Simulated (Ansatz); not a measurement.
```tsv
atom	x (Å)	y (Å)	z (Å)
C	-0.0191	-0.0155	-0.6165
C	0.0037	0.0045	0.7217
H	0.0193	0.7334	1.5278
H	-0.0184	-1.0166	-1.2001
H	-0.0338	0.8589	-1.2028
```

Basis set: STO-3G (spherical functions). Correlated methods keep 2 orbitals frozen. Charge 0, multiplicity 2.

Computed with Ansatz (development build ahead of 0.2.0); each method stands on the lowest determinant of its kind that the runs found.

The atomization energy at this shape (free ground-state atoms in the same class of orbitals less the molecule, no zero-point energy) of doublet C₂H₃:

| method | atomization energy |
| --- | --- |
| UHF-MP2 | 432.72 kcal/mol |

(1) What does UHF give?

Results:

(1) 396.90 kcal/mol. Caution: the unrestricted determinant is spin contaminated.

This basis has no polarisation functions and is too small for such energies, which can lie far from measured ones in either direction.
